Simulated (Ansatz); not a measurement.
Ansatz (a quantum-chemistry and plane-wave program) input (CCSD(T)/aug-cc-pV(D+d)Z):
A basis named .json is the Basis Set Exchange file of that set.

Ansatz 0.2 input:
```yaml
crystal:
  periodic: [false, false, false]
  atoms:
    - {symbol: Si, position_ang: [-0.01430363, 0.55467487, 0.23646307]}
    - {symbol: F, position_ang: [1.27484156, -0.51699832, -0.00638618]}
    - {symbol: F, position_ang: [-1.26578368, -0.48636133, -0.23193399]}
    - {symbol: H, position_ang: [0.11872990, 1.26478870, -1.16560151]}
basis:
  gaussian:
    orbitals: aug-cc-pV_D+d_Z.json
total_charge: -1
magnetization: {spin_polarized: false}
correlation: {method: ccsd_t, electrons: outside_noble_gas}
output: {forces: true}
```

Output:

```
Functional definition: HF
integrals: 0.09 GiB planned
849 factors; integrals over basis functions are off by at most 5.1e-4 eV
0.56 GiB of device memory are held for the factors and their scratch space
mean field: 0.24 GiB planned
mean field evaluation 1: about -13292.7213 eV, gradient 1.5e1 eV
mean field evaluation 2: about -13292.8090 eV, gradient 1.6e1 eV
mean field evaluation 4: about -13293.5761 eV, gradient 1.7e0 eV
mean field evaluation 8: about -13293.5952 eV, gradient 1.7e-1 eV
mean field evaluation 16: about -13293.3927 eV, gradient 5.4e0 eV
mean field -13293.59567223 eV, -488.5306302317 hartree, gradient 3.6e-6 eV, S^2 0.000000; 0 other end points of the search recorded, 0 dependent functions left out
7 core orbitals not correlated
reference -13293.59567223 eV, -488.5306302317 hartree; 10, 10 occupied and 70, 70 virtual orbitals, 849 factors
densities: 1.29 GiB planned
second order -14.27527636 eV of doubles, -0.00000000 eV of singles
coupled cluster: 1.30 GiB planned
cycle   1  -14.28443013 eV  change   -9.2e-3 eV  update   1.1e-1
cycle   2  -14.65564733 eV  change   -3.7e-1 eV  update   3.3e-2
cycle   3  -14.75881213 eV  change   -1.0e-1 eV  update   1.7e-2
cycle   4  -14.75140428 eV  change    7.4e-3 eV  update   3.6e-3
cycle   5  -14.74806448 eV  change    3.3e-3 eV  update   1.7e-3
cycle   6  -14.74897943 eV  change   -9.1e-4 eV  update   6.0e-4
cycle   7  -14.74910465 eV  change   -1.3e-4 eV  update   2.7e-4
cycle   8  -14.74895780 eV  change    1.5e-4 eV  update   1.1e-4
cycle   9  -14.74897416 eV  change   -1.6e-5 eV  update   4.9e-5
cycle  10  -14.74901478 eV  change   -4.1e-5 eV  update   1.9e-5
cycle  11  -14.74900249 eV  change    1.2e-5 eV  update   7.8e-6
cycle  12  -14.74900429 eV  change   -1.8e-6 eV  update   3.2e-6
perturbative correction -0.37405836 eV, -0.0137463911 hartree
the calculation of the forces begins
0.56 GiB of device memory are held for the factors and their scratch space
Total energy: -13308.71873488 eV, -489.0863925334 hartree
Atom 0 at    -0.014304     0.554675     0.236463 Å, force    -0.005242     0.884887     0.179241 eV/Å
Atom 1 at     1.274842    -0.516998    -0.006386 Å, force     0.491049    -0.444924    -0.084032 eV/Å
Atom 2 at    -1.265784    -0.486361    -0.231934 Å, force    -0.479072    -0.433225    -0.170157 eV/Å
Atom 3 at     0.118730     1.264789    -1.165602 Å, force    -0.006735    -0.006737     0.074948 eV/Å
Dipole moment:     0.010036    -0.244950    -0.146317 e Å
```

It need not be the lowest isomer of its formula. Whether it binds its extra electron was not tested at this geometry.
